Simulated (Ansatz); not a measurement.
Ansatz (a quantum-chemistry and plane-wave program) input for sulfur tetrafluoride cation (F4S), SMILES FS(F)(F)F (connectivity only; charge and spin as stated), charge +1, multiplicity 2, PBE/def2-SVPD. Coordinates come from a PBE0-D3(BJ)/def2-SVP optimisation. The multiplicity is an assumed one; other spin states were not compared.

Ansatz 0.2 input:
```yaml
crystal:
  periodic: [false, false, false]
  atoms:
    - {symbol: F, position_ang: [1.19433460, -0.00000000, 0.70718212]}
    - {symbol: S, position_ang: [0.00000000, 0.00000000, -0.24027545]}
    - {symbol: F, position_ang: [-0.00000001, -1.56516240, -0.49360395]}
    - {symbol: F, position_ang: [-0.00000001, 1.56516239, -0.49360395]}
    - {symbol: F, position_ang: [-1.19433460, -0.00000000, 0.70718213]}
basis:
  gaussian:
    orbitals: def2-SVPD
hamiltonian:
  xc: {name: PBE}
total_charge: 1
magnetization: {spin_polarized: true, initial_magnetization: 1}
```

Log of the run:

```
WARN ansatz: RAYON_NUM_THREADS=1 ignored (pool sized by the plan → 1); use --threads N
Functional definition: PBE
integrals: 0.05 GiB planned
1010 factors; their error is unknown
mean field: 0.44 GiB planned
mean field evaluation 1: about -21651.2309 eV, gradient 6.4e1 eV
mean field evaluation 2: about -21598.1895 eV, gradient 1.4e2 eV
mean field evaluation 4: about -21663.0866 eV, gradient 1.4e1 eV
mean field evaluation 8: about -21663.6953 eV, gradient 8.2e-2 eV
mean field evaluation 16: about -21663.6954 eV, gradient 2.2e-5 eV
mean field -21663.69536163 eV, -796.1261203598 hartree, gradient 1.2e-5 eV, S^2 0.752182; 0 other end points of the search recorded, 0 dependent functions left out
reference -21663.69541756 eV, -796.1261224150 hartree; 26, 25 occupied and 93, 94 virtual orbitals, 1010 factors
Total energy: -21663.69541756 eV, -796.1261224150 hartree
```

Self-consistency was reached.

Cost: around 3 core-seconds (rough).
